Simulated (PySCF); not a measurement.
A structure optimised at PBE-D3(BJ)/def2-TZVPD, used in a PySCF frequency run:

```
Sb
H 1 1.7244
H 1 1.7244 2 90.59
H 1 1.7244 2 90.59 3 -90.60
```

Question: Write its SMILES, formula and point group.

Answer: [SbH3], H3Sb, C3v

Question: What are its rotational constants (standard atomic weights)?

Answer: 85.764, 85.764, 83.446 GHz
